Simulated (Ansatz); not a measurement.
`OB([SiH3])CF` + CH₄ → `CB([SiH3])CF` + H₂O  (formal exchange of groups at a B–O bond)

Program: Ansatz. Geometries: PBE0-D4/def2-TZVP. ΔE: electronic, gas phase. CCSD(T)/CBS is the MP2 limit (def2-TZVPP, def2-QZVPP) plus CCSD(T) − MP2 in def2-TZVPP, frozen cores. This one scheme is used for every species. DFT in def2-TZVPP. B3LYP here is the variant with VWN-RPA as its local correlation; programs differ in this. One conformer a species, not always the lowest.

```
  level  ΔE (kcal/mol)
ωB97M-V           32.6
  B3LYP           34.1
```

Question: What does CCSD(T)/CBS give? (Estimate.)

Answer: The calculation gave: +31.3 kcal/mol. The listed levels differ from it by 1.3, 2.8 kcal/mol.

Largest T1 diagnostic among the species: 0.013.

In def2-TZVPP, CCSD(T) changes the Hartree–Fock value by −2.1 kcal/mol (the triples alone add +0.1 kcal/mol) and MP2 by −2.3 kcal/mol. The D4 term adds −1.0 kcal/mol with B3LYP and −0.6 kcal/mol with PBE0; it sums over pairs of atoms, weighted by their polarisabilities, and B3LYP, whose exchange is more repulsive, gets the larger term.
